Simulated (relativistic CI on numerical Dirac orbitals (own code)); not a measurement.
# Judd-Ofelt analysis for Dy4+

These numbers are calculated, not measured: Dirac-Coulomb-Breit CI, separate exchange-only KLI orbitals for each configuration, QED by a radiative potential, valence Slater integrals scaled by 0.75 (own radial code, finite nucleus).

Configuration 4f⁸ alone, in intermediate coupling. Take Ω₂ = 4.07, Ω₄ = 3.04, Ω₆ = 2.79 (10⁻²⁰ cm²) and refractive index n = 1.7 as given. A_ED = 64π⁴e²ν³ n(n² + 2)²/[27h(2J + 1)] Σ Ω_λ |U^λ|², in Gaussian units with ν in cm⁻¹, and A_MD is n³ times the free-ion magnetic-dipole rate; a dash marks a rate that is forbidden or under 2 % of the level's free-ion decay.

Emitting level ⁵D4 at 18170 cm⁻¹ (radiative decay alone: multiphonon quenching in a host is left out, and the level can lie too high or too low):

```csv
To,ν (cm⁻¹),U² squared,U⁴ squared,U⁶ squared,Free-ion A(M1) (s⁻¹)
⁷F6,18170,0.0010,0.0034,0.0040,-
⁷F5,15606,0.0308,0.0021,0.0065,17.5
⁷F4,14250,0.0004,0.0039,0.0035,-
⁷F3,13063,0.0064,0.0012,0.0016,2.4
⁷F2,12260,0.0029,0.0010,0.0003,-
⁷F1,11706,0.0000,0.0062,0.0000,-
⁷F0,11440,0.0000,0.0042,0.0000,-
```

Q: Give the rates, branching ratios and the radiative lifetime.

A: The rates are:

```
 To  λ (nm)  A_ED (s⁻¹)  A_MD (s⁻¹)  β (%)
⁷F6     550        55.6           0   12.6
⁷F5     641         207        85.8   66.4
⁷F4     702        24.3           0    5.5
⁷F3     766        27.8        11.8    9.0
⁷F2     816        10.6           0    2.4
⁷F1     854          11           0    2.5
⁷F0     874        6.92           0    1.6
```

τ_rad = 2.27e-03 s. Computed level positions enter as ν³, so measured ones would change the rates. For the strongest line (641 nm) and an assumed effective width Δλ = 12 nm (300 cm⁻¹), the Füchtbauer-Ladenburg formula σ = λ⁴A/(8πcn²Δλ) gives a peak emission cross-section of 0.18 × 10⁻²⁰ cm².
